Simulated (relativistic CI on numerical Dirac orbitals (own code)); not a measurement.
## Energy levels of Re48+

These numbers are calculated, not measured: Dirac-Coulomb-Breit CI, KLI orbitals optimised for each configuration, model QED (radiative potential, 1s self-energy scaled to tabulated hydrogen-like ionisation energies), unscaled Slater integrals (own radial code, finite nucleus).

Configurations in the expansion (outside the closed core [Ne]): 3s2 3p6 3d9, 3s2 3p5 3d10, 3s 3p6 3d10, 3s2 3p6 3d8 4s, 3s2 3p6 3d8 4p, 3s2 3p4 3d10 4s, 3s2 3p6 3d8 4d, 3s2 3p4 3d10 4p, 3s2 3p5 3d9 4s, 3s2 3p6 3d8 4f, 3s2 3p4 3d10 4d, 3s 3p5 3d10 4s, 3s2 3p5 3d9 4p, 3s 3p5 3d10 4p, 3s2 3p6 3d7 4s2, 3s2 3p5 3d9 4d. Levels of other configurations are missing.

The lowest level is 3s2 3p6 3d9 2D_5/2, with 100 % of that term; Hund's rules for 3s2 3p6 3d9 give 2D with J = 5/2, in agreement.

| No. | Configuration | Term | J | E (Ry) | % | Landé g |
| --- | --- | --- | --- | --- | --- | --- |
| 1 | 3s2 3p6 3d9 | 2D | 5/2 | 0.000 | 100 | 1.189 |
| 2 | 3s2 3p6 3d9 | 2D | 3/2 | 5.236 | 100 | 0.787 |
| 3 | 3s2 3p5 3d10 | 2P° | 3/2 | 33.911 | 100 | 1.322 |
| 4 | 3s2 3p5 3d10 | 2P° | 1/2 | 58.194 | 100 | 0.649 |
| 5 | 3s 3p6 3d10 | 2S | 1/2 | 76.178 | 100 | 1.985 |
| 6 | 3d8(3F) 4s | 4F | 9/2 | 122.380 | 87 | 1.294 |
| 7 | 3d8(3F) 4s | 2F | 7/2 | 122.610 | 62 | 1.119 |
| 8 | 3d8(1D) 4s | 2D | 5/2 | 123.122 | 48 | 1.340 |
| 9 | 3d8(1D) 4s | 2D | 3/2 | 123.231 | 50 | 0.992 |
| 10 | 3d8(1S) 4s | 2S | 1/2 | 124.629 | 49 | 2.033 |
| 11 | 3d8(3F) 4s | 4F | 7/2 | 127.555 | 74 | 1.202 |
| 12 | 3d8(3F) 4s | 4F | 5/2 | 127.611 | 64 | 0.964 |
| 13 | 3d8(3P) 4s | 4P | 5/2 | 128.273 | 49 | 1.290 |
| 14 | 3d8(3P) 4s | 4P | 3/2 | 128.326 | 31 | 1.096 |
| 15 | 3d8(3P) 4s | 4P | 3/2 | 128.660 | 61 | 1.534 |
| 16 | 3d8(1G) 4s | 2G | 9/2 | 128.686 | 87 | 1.129 |
| 17 | 3d8(1G) 4s | 2G | 7/2 | 128.732 | 86 | 0.914 |
| 18 | 3d8(3P) 4s | 2P | 1/2 | 128.811 | 67 | 1.309 |
| 19 | 3d8(3F) 4p | 4D° | 7/2 | 129.576 | 48 | 1.273 |
| 20 | 3d8(3F) 4p | 2G° | 9/2 | 129.700 | 41 | 1.144 |
| 21 | 3d8(1D) 4p | 2D° | 3/2 | 130.287 | 31 | 1.261 |
| 22 | 3d8(1D) 4p | 2F° | 5/2 | 130.350 | 40 | 1.072 |
| 23 | 3d8(1S) 4p | 2P° | 1/2 | 131.778 | 61 | 0.662 |
| 24 | 3d8(3F) 4s | 4F | 3/2 | 133.173 | 58 | 0.597 |
| 25 | 3d8(3F) 4s | 2F | 5/2 | 133.264 | 36 | 1.049 |
| 26 | 3d8(3F) 4p | 4G° | 7/2 | 134.758 | 56 | 1.010 |
| 27 | 3d8(3F) 4p | 4F° | 5/2 | 134.798 | 39 | 1.115 |
| 28 | 3d8(1S) 4s | 2S | 1/2 | 135.056 | 51 | 1.969 |
| 29 | 3s2 3p6 3d8 4p | 2D° | 3/2 | 135.440 | 24 | 1.186 |
| 30 | 3d8(3P) 4p | 2D° | 5/2 | 135.555 | 25 | 1.068 |
| 31 | 3d8(3P) 4p | 4P° | 1/2 | 135.742 | 55 | 1.801 |
| 32 | 3d8(1G) 4p | 2H° | 9/2 | 135.853 | 67 | 0.976 |
| 33 | 3d8(1G) 4p | 2F° | 7/2 | 136.006 | 55 | 1.076 |
| 34 | 3d8(3P) 4p | 4D° | 3/2 | 136.018 | 43 | 1.265 |
| 35 | 3d8(3F) 4p | 4G° | 11/2 | 137.929 | 87 | 1.239 |
| 36 | 3d8(3F) 4p | 4F° | 9/2 | 138.166 | 59 | 1.229 |
| 37 | 3d8(3F) 4p | 2F° | 7/2 | 138.204 | 57 | 1.208 |
| 38 | 3d8(3F) 4p | 2D° | 5/2 | 138.232 | 63 | 1.148 |
| 39 | 3d8(1D) 4p | 2D° | 5/2 | 138.697 | 57 | 1.233 |
| 40 | 3d8(1D) 4p | 2F° | 7/2 | 138.881 | 48 | 1.232 |
| 41 | 3d8(1D) 4p | 2P° | 1/2 | 138.934 | 60 | 0.974 |
| 42 | 3d8(3P) 4p | 2P° | 3/2 | 138.988 | 53 | 1.202 |
| 43 | 3d8(1S) 4p | 2P° | 3/2 | 140.328 | 49 | 1.335 |
| 44 | 3d8(3F) 4p | 4G° | 5/2 | 140.355 | 46 | 0.790 |
| 45 | 3d8(3F) 4p | 2D° | 3/2 | 140.685 | 36 | 0.854 |
| 46 | 3d8(1S) 4p | 2P° | 1/2 | 142.301 | 57 | 0.660 |
| 47 | 3d8(3F) 4p | 4G° | 9/2 | 143.114 | 68 | 1.158 |
| 48 | 3d8(3F) 4p | 4D° | 5/2 | 143.158 | 44 | 1.118 |
| 49 | 3d8(3F) 4p | 4F° | 7/2 | 143.244 | 57 | 1.148 |
| 50 | 3d8(3F) 4p | 2D° | 3/2 | 143.292 | 47 | 0.957 |
| 51 | 3d8(3P) 4p | 4P° | 5/2 | 143.781 | 44 | 1.258 |
| 52 | 3d8(3P) 4p | 4D° | 7/2 | 143.871 | 47 | 1.188 |
| 53 | 3d8(3P) 4p | 2D° | 3/2 | 143.996 | 34 | 1.053 |
| 54 | 3d8(3P) 4p | 2P° | 1/2 | 144.029 | 38 | 0.750 |
| 55 | 3d8(1G) 4p | 2H° | 11/2 | 144.118 | 87 | 1.106 |
| 56 | 3d8(1G) 4p | 2F° | 5/2 | 144.217 | 82 | 0.902 |
| 57 | 3d8(3P) 4p | 2P° | 1/2 | 144.363 | 44 | 1.378 |
| 58 | 3d8(3P) 4p | 4D° | 5/2 | 144.368 | 56 | 1.295 |
| 59 | 3d8(1G) 4p | 2G° | 7/2 | 144.457 | 52 | 1.017 |
| 60 | 3d8(3P) 4p | 4S° | 3/2 | 144.540 | 41 | 1.472 |
| 61 | 3d8(1G) 4p | 2G° | 9/2 | 144.620 | 71 | 1.077 |
| 62 | 3d8(3F) 4d | 4P | 5/2 | 148.604 | 40 | 1.366 |
| 63 | 3d8(3F) 4p | 4F° | 3/2 | 148.716 | 27 | 0.922 |
| 64 | 3d8(3F) 4d | 4D | 7/2 | 148.813 | 37 | 1.237 |
| 65 | 3d8(1D) 4p | 2D° | 5/2 | 148.827 | 28 | 0.998 |
| 66 | 3d8(1D) 4p | 2F° | 7/2 | 148.861 | 34 | 1.040 |
| 67 | 3d8(3F) 4d | 2H | 11/2 | 148.890 | 46 | 1.092 |
| 68 | 3d8(3F) 4p | 4D° | 1/2 | 148.893 | 55 | 0.359 |
| 69 | 3d8(3F) 4d | 4G | 9/2 | 149.046 | 34 | 1.144 |
| 70 | 3d8(1D) 4d | 2D | 3/2 | 149.367 | 51 | 1.030 |

Energies count from the lowest computed level; ° marks odd parity. Percentages are summed over parent terms; the parents shown are those of the largest component, closed shells are left out there.

The mean weight of the leading LS term, summed over parents, in these 70 levels is 55 %, and that of the leading jj configuration (from the same eigenvectors) 99 %, so jj coupling describes them better and the LS labels are nominal.

At this charge energies of transitions that change n are usually good to better than 1 %, and those within a shell (Δn = 0) to a few per cent.

LS names give the leading component of a level, which can be under half, so a name can repeat, a term be missing and a line seem to break the LS rules.
